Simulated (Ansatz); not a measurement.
System: sum formula Si$_{2}$H$_{3}$F$_{2}$, net charge 0, doublet state. It need not be the lowest isomer of its formula. SMILES: F[SiH][SiH2]F
Geometry from a B3LYP-D3(BJ)/def2-TZVP (Ansatz, an electronic-structure program) optimisation:
```
Si
F 1 1.6113
H 1 1.4791 2 108.69
H 1 1.4825 3 109.67 2 -117.19
Si 1 2.3614 3 109.93 4 -126.58
F 5 1.6185 1 108.38 3 53.18
H 5 1.4902 6 106.69 1 -123.99
```
Charge 0, spin multiplicity 2.

Parts of the frozen-core correlation energy in aug-cc-pV(Q+d)Z (Ansatz, hartree). Frozen orbitals: 12; correlated occupied orbitals by spin: 13 and 12; virtual: 451 and 452. Open shells are spin-unrestricted. No spin-orbit coupling. No relativistic terms.

```json
[
 {"term": "reference (HF)", "value": "-778.70963"},
 {"term": "MP2 opposite-spin", "value": "(withheld)"},
 {"term": "MP2 same-spin", "value": "(withheld)"},
 {"term": "CCSD correlation", "value": "(withheld)"},
 {"term": "(T)", "value": "-0.02756"},
 {"term": "T1 diagnostic", "value": "0.014"},
 {"term": "largest doubles amplitude", "value": "0.010"},
 {"term": "<S^2> of the reference", "value": "0.760"}
]
```

Task: Complete the blanks.

Result: 
- MP2 opposite-spin, value: -0.61205
- MP2 same-spin, value: -0.18167
- CCSD correlation, value: -0.81701
